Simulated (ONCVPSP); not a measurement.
# Before and after: ONCV potential for lutetium (Lu)

* Element: lutetium (Lu)
* Generator: ONCVPSP 4.0.1
* Type: optimised norm-conserving Vanderbilt (ONCV)
* Functional: PBEsol
* Relativity: scalar-relativistic
* Frozen core: [Kr] 4d10
* Valence charge: 25
* Reference configuration: 4f14 5s2 5p6 5d1 (charge +2)
* Partial waves: 5s: rc 1.35 bohr, ncon 5, nbas 8, qcut 5.4 1/bohr, 2 projectors, debl 2.7 Ha; 5p: rc 1.25 bohr, ncon 5, nbas 9, qcut 6.9 1/bohr, 2 projectors, debl 2.2 Ha; 5d: rc 2.50 bohr, ncon 4, nbas 9, qcut 5.1 1/bohr, 1 projector; 4f: rc 0.65 bohr, ncon 3, nbas 8, qcut 29.1 1/bohr, 2 projectors, debl 3.9 Ha
* Local potential: polynomial inside 0.45 bohr (lpopt 5, dvloc0 6 Ha)
* Core correction: none

In the s channel the program set the typed energies aside and used -2.786, 0.250 Ha.

Change: local potential polynomial inside 0.55 bohr (lpopt 1, dvloc0 1 Ha).

Cutoffs: the cutoffs (Ha) at which the residual kinetic energy of the hardest occupied pseudo-wave falls to 1 and 0.1 mHa per electron; they do not see the model core or the augmentation charge, which bear on the density cutoff. Errors are all-electron minus pseudo energies relative to the spin-unpolarised reference configuration.

Q: What does the change do?

A: The potential gets neither clearly harder nor softer (314 Ha and 350 Ha → 314 Ha and 350 Ha); both files keep a bound ghost (d, f, p, s); the lowest positive-energy flag moves from s at 45.3 eV to none; the number of tests with a reliable result goes from 3 to 2; the range in which the s phases agree widens (upper end 1.6 → at the end of the scan).

```csv
quantity,base,changed
"cutoff, loose",314 Ha,314 Ha
"cutoff, tight",350 Ha,350 Ha
bound ghosts,"s, p, d, f","s, p, d, f"
GHOST(+) flags under 300 eV,s at 45.3 eV,none
tests with a reliable result,3 of 4,2 of 4
"error for 4f14 5s2 5p6 5d1 6s1, meV [ΔE -13.22 eV]",+4.1,+3.9
"error for 4f14 5s2 5p6 5d0, meV [ΔE 19.90 eV]",-1.3,-1.3
s: phases at 1.37 bohr within 0.05 rad from the reference energy up to (Ha; the scan ends near 5),1.6,to the end of the scan
p: phases at 1.27 bohr within 0.05 rad from the reference energy up to (Ha; the scan ends near 5),to the end of the scan,to the end of the scan
d: phases at 2.54 bohr within 0.05 rad from the reference energy up to (Ha; the scan ends near 5),1.0,0.9
f: phases at 0.66 bohr within 0.05 rad from the reference energy up to (Ha; the scan ends near 5),to the end of the scan,to the end of the scan
```

 A true bound ghost makes a file unfit for plane-wave use even where its test errors are small: the radial tests pick states by their node count and pass the ghost by.
